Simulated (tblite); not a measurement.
C3H10GeOSi2.
SMILES with atom numbers: `[CH2:1]=[C:2]1[CH2:3][GeH2:4][O:5][SiH2:6][SiH2:7]1` (hydrogens: H8, H9 on C1; H10, H11 on C3; H12, H13 on Ge4; H14, H15 on Si6; H16, H17 on Si7)

Computed with GFN2-xTB (tblite), gas phase: L-BFGS steps from a force-field or distance-geometry start until the largest atomic force falls under 0.01 eV/Å.

Step 0: E = -570.7826 eV
```
atom  x, y, z in Å  |  force x, y, z in eV/Å
C1     -1.8015   -1.3303    0.8941    0.163   0.371  -0.192
C2     -0.9545   -0.6807    0.0856   -0.508  -1.588   0.339
C3      0.2169   -1.4098   -0.5446   -0.836   0.038  -0.262
Ge4     1.8999   -0.5169   -0.1243    0.941  -0.615   0.322
O5      1.9657    1.0927   -0.8853   -1.212   0.624   1.256
Si6     0.7784    2.0589   -0.0980    1.659   0.458  -0.435
Si7    -1.2237    1.1062   -0.3072   -0.743   0.415  -0.110
H8     -1.6760   -2.3764    1.1271   -0.050   0.004   0.120
H9     -2.6506   -0.8118    1.3377    0.316  -0.288  -0.119
H10     0.0700   -1.4069   -1.6454    0.117  -0.083   0.444
H11     0.2677   -2.4632   -0.2077   -0.113   0.471  -0.169
H12     3.0619   -1.3931   -0.6570   -0.107   0.485   0.048
H13     2.0437   -0.3966    1.4330    0.071   0.096  -0.599
H14     0.7543    3.3979   -0.7036    0.451  -0.204  -0.070
H15     1.1180    2.1944    1.3331    0.214   0.055  -0.152
H16    -1.6946    1.2300   -1.6792   -0.321  -0.052  -0.269
H17    -2.1826    1.7175    0.6318   -0.042  -0.187  -0.152
```

**Question.** Estimate the geometry and energy of step 1. (The exact step hangs on the optimiser's Hessian estimate; all steps are aligned on step 0, rigid shifts and turns removed.)

**Answer.** E = -570.9239 eV, largest force 1.205 eV/Å
```
atom  x, y, z in Å  |  force x, y, z in eV/Å
C1     -1.7991   -1.3249    0.8914   -0.456  -0.629   0.555
C2     -0.9617   -0.7034    0.0904    0.057   0.016  -0.560
C3      0.2049   -1.4093   -0.5483   -0.328   0.035   0.029
Ge4     1.9134   -0.5257   -0.1197    0.371  -0.523   0.245
O5      1.9484    1.1016   -0.8674   -0.691   0.283   0.946
Si6     0.8021    2.0655   -0.1042    0.664   0.258  -0.160
Si7    -1.2343    1.1121   -0.3088   -0.022   0.066  -0.037
H8     -1.6768   -2.3763    1.1288   -0.086   0.091   0.127
H9     -2.6461   -0.8159    1.3360    0.182  -0.167  -0.058
H10     0.0717   -1.4081   -1.6391    0.036  -0.050   0.146
H11     0.2661   -2.4565   -0.2101   -0.097   0.271  -0.143
H12     3.0604   -1.3861   -0.6563    0.044   0.401  -0.025
H13     2.0447   -0.3952    1.4245    0.109   0.092  -0.490
H14     0.7608    3.3950   -0.7046    0.477  -0.036  -0.151
H15     1.1211    2.1952    1.3309    0.229   0.076  -0.111
H16    -1.6992    1.2292   -1.6831   -0.329  -0.060  -0.257
H17    -2.1832    1.7148    0.6297   -0.162  -0.123  -0.055
```

The energy changes by -0.1413 eV. The first-order estimate −F·Δx gives -0.2062 eV and the mean of the old and new forces, exact on a quadratic surface, -0.1409 eV. The step makes an angle of 0° with the force vector and moves no atom by more than 0.026 Å.

What follows is the cost of the whole relaxation. On Arm Neoverse N1, one thread, on a shared host, this took 1.4 s wall.
